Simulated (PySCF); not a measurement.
A run that did not reach its result, on `C#C/C=C(\F)C#C` (driver script around PySCF, density fitting, GFN2-xTB geometry as the base; each input is a line of settings and coordinates in Å).

Command:
```bash
OMP_NUM_THREADS=1 python probes_run.py task.json out
```
Input:
```
{"job": {"kind": "uv", "xc": "B3LPY", "basis": "def2-SVPD", "nstates": 3, "ntriplets": 2, "tda": false, "scf": {"conv": 0.01, "max_cycle": 98}, "grid": 0}, "charge": 0, "multiplicity": 1}
C      3.008826     0.292269     0.025554
C      1.851957     0.233358    -0.294768
C      0.499229     0.160164    -0.660381
C     -0.488141    -0.138354     0.198438
F     -0.223600    -0.388032     1.499795
C     -1.850743    -0.216588    -0.155834
C     -3.020557    -0.289878    -0.420206
H      4.019954     0.344662     0.298466
H      0.249383     0.354018    -1.693527
H     -4.037426    -0.346965    -0.672905
```

Output:
```
KeyError: "LibXCFunctional: name 'B3LPY' not found."
```

**Question.** What went wrong, and what mends it?

**Answer.** The functional name B3LPY isn't known to the program. Correct the name (B3LYP). The run gave no result.
